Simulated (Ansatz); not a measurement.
Process, species as SMILES: O=BF → F atom + [B]=O (B-O)
B3LYP-D3(BJ)/def2-TZVP geometries, fixed; electronic energies without zero-point terms.
Largest species:
```
B
O 1 1.2071
F 1 1.2860 2 180.00
```
Charge 0, spin multiplicity 1.

Basis-set convergence of the bond dissociation energy at MP2 with Ansatz (a quantum-chemistry and plane-wave program). All functions are spherical. Cores are frozen. Open shells are unrestricted. No added dispersion term, no relativity. Functions are those of the species that has most. Reference: Hartree-Fock in aug-cc-pVQZ plus the correlation part extrapolated as X^-3 from aug-cc-pVTZ and aug-cc-pVQZ, 171.29 kcal/mol, itself unsure by roughly 0.53 kcal/mol (a third of the extrapolation step and of the last Hartree-Fock step). Deviations are taken from unrounded values.

| basis | functions | bond dissociation energy (kcal/mol) | minus reference (kcal/mol) |
|---|---|---|---|
| 3-21G | 27 | 145.11 | -26.19 |
| cc-pVDZ | 42 | 155.31 | -15.98 |
| def2-SVP | 42 | 162.20 | -9.09 |
| 6-311G** | 54 | 159.44 | -11.86 |
| 6-311+G** | 66 | 159.71 | -11.58 |
| def2-SVPD | 66 | 162.81 | -8.49 |
| aug-cc-pVDZ | 69 | 157.28 | -14.02 |
| aug-pcseg-1 | 69 | 161.74 | -9.56 |
| 6-311++G(2d,2p) | 81 | 164.31 | -6.99 |
| cc-pVTZ | 90 | 167.14 | -4.15 |
| jun-cc-pV(T+d)Z | 117 | 167.21 | -4.08 |
| aug-cc-pVTZ | 138 | 167.76 | -3.53 |
| aug-pcseg-2 | 138 | 168.59 | -2.70 |
| cc-pVQZ | 165 | 169.51 | -1.78 |
| def2-QZVPP | 171 | 169.34 | -1.95 |
| pcseg-3 | 180 | 170.12 | -1.18 |
| def2-QZVPPD | 195 | 169.36 | -1.93 |
| aug-cc-pVQZ | 240 | 169.87 | -1.43 |
